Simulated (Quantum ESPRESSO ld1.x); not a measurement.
Results of a calculation; reference values are marked as such.
Question: The lutetium ion Lu+, 70 electrons, occupied as [Xe] 4f14 6s2. Code: ld1.x of Quantum ESPRESSO 7.5. Model: Dirac Kohn-Sham, PBE, spin-unpolarised, spherical densities, point nucleus. Some entries of the table are withheld. Estimate them.

| orbital | occ. | eigenvalue (eV) | <r> (bohr) | <r^2> (bohr^2) |
|---|---|---|---|---|
| 1s1/2 | 2 | -63173.3 | (1) | 0.0005120 |
| 2s1/2 | 2 | -10754.0 | 0.08123 | 0.007859 |
| 2p1/2 | 2 | -10263.6 | 0.06740 | 0.005641 |
| 2p3/2 | 4 | -9145.96 | 0.07502 | 0.006850 |
| 3s1/2 | 2 | -2443.77 | 0.2121 | (2) |
| 3p1/2 | 2 | -2227.08 | 0.2020 | (3) |
| 3p3/2 | 4 | -1988.69 | 0.2162 | (4) |
| 3d3/2 | 4 | (5) | 0.1898 | 0.04236 |
| 3d5/2 | 6 | (6) | 0.1942 | 0.04421 |
| 4s1/2 | 2 | -493.534 | 0.4779 | 0.2581 |
| 4p1/2 | 2 | -405.340 | 0.4850 | (7) |
| 4p3/2 | 4 | -351.117 | 0.5177 | (8) |
| 4d3/2 | 4 | -206.269 | 0.5410 | 0.3401 |
| 4d5/2 | 6 | -196.373 | 0.5525 | 0.3546 |
| 5s1/2 | 2 | -69.8213 | 1.170 | 1.540 |
| 5p1/2 | 2 | -45.3872 | 1.309 | 1.948 |
| 5p3/2 | 4 | -38.4223 | 1.419 | 2.291 |
| 4f5/2 | 6 | -19.2799 | 0.7133 | 0.6721 |
| 4f7/2 | 8 | -17.7556 | 0.7287 | 0.7055 |
| 6s1/2 | 2 | -11.0459 | (9) | 12.00 |

Answer: 
(1) 1s1/2 <r> (bohr): 0.01932
(2) 3s1/2 <r^2> (bohr^2): 0.05157
(3) 3p1/2 <r^2> (bohr^2): 0.04753
(4) 3p3/2 <r^2> (bohr^2): 0.05423
(5) 3d3/2 eigenvalue (eV): -1621.41
(6) 3d5/2 eigenvalue (eV): -1569.37
(7) 4p1/2 <r^2> (bohr^2): 0.2681
(8) 4p3/2 <r^2> (bohr^2): 0.3052
(9) 6s1/2 <r> (bohr): 3.267
